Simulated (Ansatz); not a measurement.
The cluster HfSe₂ (the lowest singlet isomer of a short search) was relaxed with PBE-D4 (def2-TZVP) in Ansatz in these states: neutral quintet, neutral singlet, neutral triplet. The geometries follow in no particular order.

In the def2 sets Hf takes a core potential; there is no spin–orbit coupling.

A:

```xyz
3

Hf    0.085    0.611    0.669
Se    1.796   -0.015   -0.833
Se   -1.881   -0.596    0.164
```

B:

| atom | x (Å) | y (Å) | z (Å) |
| --- | --- | --- | --- |
| Hf1 | 0.9594 | -0.2228 | 0.5472 |
| Se2 | 0.2166 | 1.5360 | -0.9144 |
| Se3 | -1.1760 | -1.3133 | 0.3672 |

C:

Cartesian coordinates in Å:
```
Hf 0.758 0.033 -0.018
Se -0.267 -1.988 1.164
Se -0.491 1.955 -1.146
```

Question: Judge from the bond lengths which geometry belongs to which state (an estimate).

Answer: A is the neutral singlet (Hf1–Se2 2.362 Å, Hf1–Se3 2.362 Å); B is the neutral triplet (Hf1–Se2 2.404 Å, Hf1–Se3 2.404 Å); C is the neutral quintet (Hf1–Se2 2.555 Å, Hf1–Se3 2.555 Å).

At PBE0-D4/def2-TZVP a singlet lies 0.72 eV below the neutral triplet. At PBE0-D4/def2-TZVP a singlet lies 3.06 eV below the neutral quintet. These are the stationary points nearest to one start from a short search; other shapes may lie lower in each state.
